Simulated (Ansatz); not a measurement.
`[CH3][Hf]12345678([F])([C@H]9[C@@H]1[C@@H]2[C@@H]3[C@H]94)[C@H]1[C@@H]5[C@@H]6[C@@H]7[C@H]18` and `[CH3][Hf]12345678([OH])([C@H]9[C@@H]1[C@@H]2[C@@H]3[C@H]94)[C@H]1[C@@H]5[C@@H]6[C@@H]7[C@H]18` differ in one atom or group.

Ansatz, PBE0-D4/def2-TZVP geometries, multiplicity 1. Each molecule was computed in one conformer, which needn't be the lowest.

Elements past krypton have def2 core potentials.

```csv
property,`[CH3][Hf]12345678([F])([C@H]9[C@@H]1[C@@H]2[C@@H]3[C@H]94)[C@H]1[C@@H]5[C@@H]6[C@@H]7[C@H]18`
HOMO energy (PBE/def2-TZVPP) / eV,-5.87
LUMO energy (PBE/def2-TZVPP) / eV,-1.59
HOMO energy (B3LYP/def2-TZVPP) / eV,-6.66
LUMO energy (B3LYP/def2-TZVPP) / eV,-0.88
size of the dipole moment (PBE/def2-TZVPP) / D,2.31
HOMO energy (ωB97M-V/def2-TZVPP) / eV,-8.93
```

**Question.** What does the change do to each property? (Best estimate.)

**Answer.** The calculation gave: 
```
                                      property  `[CH3][Hf]12345678([OH])([C@H]9[C@@H]1[C@@H]2[C@@H]3[C@H]94)[C@H]1[C@@H]5[C@@H]6[C@@H]7[C@H]18`  shift
             HOMO energy (PBE/def2-TZVPP) / eV                                                                                            -5.66   0.21
             LUMO energy (PBE/def2-TZVPP) / eV                                                                                            -1.27   0.32
           HOMO energy (B3LYP/def2-TZVPP) / eV                                                                                            -6.47   0.19
           LUMO energy (B3LYP/def2-TZVPP) / eV                                                                                            -0.56   0.32
size of the dipole moment (PBE/def2-TZVPP) / D                                                                                             1.76  -0.55
         HOMO energy (ωB97M-V/def2-TZVPP) / eV                                                                                            -8.74   0.19
```

With PBE0 the HOMO rises by 0.20 eV and the LUMO rises by 0.31 eV, so the gap widens by about 0.11 eV. PBE moves the HOMO by 0.21 eV and ωB97M-V by 0.19 eV. Dipoles are sizes alone; their direction can turn.

B3LYP here is the variant with VWN-RPA as its local correlation; programs differ in this.

Positive LUMOs are unbound, so they and the gaps depend on the basis.
